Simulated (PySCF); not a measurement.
C₂H₆BFO. Atoms are numbered in the order given.

```xyz
11

B     -0.0507     0.0016     0.5365
F     -0.5494    -0.4632     1.6954
C      0.9591     1.2123     0.5209
H      1.9195     0.9210     0.0441
H      1.1780     1.5929     1.5362
H      0.5611     2.0526    -0.0873
O     -0.4911    -0.6554    -0.5721
C     -0.0682    -0.3000    -1.8756
H      1.0307    -0.4161    -2.0015
H     -0.5727    -0.9702    -2.5990
H     -0.3355     0.7495    -2.1281
```

The structure is a stationary point at PBE-D3(BJ)/def2-SVP. The values are those of a single conformer.

Computed with PBE-D3(BJ)/def2-SVP in PySCF.

No scaling factor is applied to the harmonic values.

Computed vibrational spectrum:
| mode | ν (cm⁻¹) | IR (km/mol) | moving atoms (share of kinetic energy) |
|---|---|---|---|
| 1 | 37 | 0.1 | H 97 % |
| 2 | 76 | 0.2 | H 93 % |
| 3 | 177 | 2.1 | O 47 %, H 21 %, C 15 %, F 15 % |
| 4 | 224 | 1.0 | C 56 %, H 33 % |
| 5 | 366 | 0.2 | F 33 %, H 25 %, O 23 %, C 10 %, B 9 % |
| 6 | 459 | 5.3 | B 45 %, H 44 % |
| 7 | 472 | 12.9 | F 35 %, C 29 %, O 19 %, H 12 % |
| 8 | 723 | 5.3 | C 41 %, F 23 %, O 18 %, H 17 % |
| 9 | 827 | 0.7 | H 63 %, C 24 % |
| 10 | 870 | 34.3 | H 43 %, B 36 %, C 18 % |
| 11 | 1076 | 43.4 | O 38 %, C 35 %, B 14 %, H 11 % |
| 12 | 1133 | 0.1 | H 76 %, C 19 % |
| 13 | 1147 | 7.2 | H 72 %, C 18 % |
| 14 | 1230 | 2.8 | H 61 %, C 14 %, B 12 % |
| 15 | 1329 | 222.1 | B 41 %, H 36 %, C 12 %, F 10 % |
| 16 | 1367 | 321.2 | H 39 %, B 30 %, C 16 %, O 15 % |
| 17 | 1391 | 3.6 | H 96 % |
| 18 | 1394 | 62.4 | H 75 %, B 17 % |
| 19 | 1417 | 10.2 | H 96 % |
| 20 | 1428 | 9.3 | H 97 % |
| 21 | 1464 | 165.9 | H 52 %, B 28 %, O 16 % |
| 22 | 2942 | 44.2 | H 97 % |
| 23 | 2972 | 0.6 | H 97 % |
| 24 | 3019 | 31.0 | H 90 %, C 10 % |
| 25 | 3045 | 4.3 | H 91 %, C 9 % |
| 26 | 3062 | 22.3 | H 91 %, C 9 % |
| 27 | 3093 | 7.1 | H 91 %, C 9 % |
